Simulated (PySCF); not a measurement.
C₆H₉N.
Structure used (PBE0-D3(BJ)/def2-SVP), in Å, numbered top down from 1:
```xyz
16
C6H9N angstrom
C     -2.157    2.370    0.478
C     -1.382    1.332    0.318
C     -0.586    0.289    0.160
C     -1.090   -1.098   -0.116
C      0.867    0.490    0.260
N      1.677   -0.478    0.124
C      3.081   -0.218    0.235
H     -2.535    2.653    1.467
H     -2.459    2.993   -0.372
H     -0.663   -1.471   -1.059
H     -2.186   -1.124   -0.174
H     -0.747   -1.784    0.672
H      1.206    1.527    0.459
H      3.333    0.845    0.423
H      3.592   -0.542   -0.687
H      3.506   -0.828    1.050
```

The calculation used TDDFT wB97X-D/def2-SVPD, vertical, gas phase, core orbitals frozen in the response (PySCF 2.14.0, density-fitted response routines).

Transition dipole moments from the ground state, in atomic units and in the frame of the coordinates above (overall signs are arbitrary), for the states with f of 0.002 or more among the lowest 6:

| state | E (eV) | μx | μy | μz |
| --- | --- | --- | --- | --- |
| S4 | 5.902 | 1.867 | -1.174 | -0.132 |
| S6 | 7.451 | -1.070 | 0.764 | 0.093 |

(1) What oscillator strength does each state have?

(2) The point group is Cs. Which irreducible representation does each state belong to?

(3) What angle do the transition dipoles of S4 and S6 make?

(4) What peak molar absorption coefficient would the strongest computed level give as a lone Gaussian band 0.3 eV wide at half height?

Answers

(1) f = (2/3) ΔE |μ|² with ΔE in hartree (27.2114 eV).

```
state  |μ|² (au)  |μ| (D)      f
   S4      4.880     5.61  0.706
   S6      1.738     3.35  0.317
```

(2) The ground state is totally symmetric, so the direction of μ fixes the label. Polarised in the mirror plane, so A′: S4 and S6.

(3) |cos θ| = |μa·μb| / (|μa| |μb|) = 1.00, so θ ≈ 3° (taken between 0 and 90°, since the signs are arbitrary).

(4) ε(max) = 2.175×10⁸ f / FWHM, with the width in cm⁻¹. S4: 2.175×10⁸ × 0.7056 / 2420 ≈ 63000 L mol⁻¹ cm⁻¹.

On an Arm Neoverse N1 with one thread (shared host), this took 78 s wall and 1.1 GiB of memory at its peak.

One conformer stands for the species.
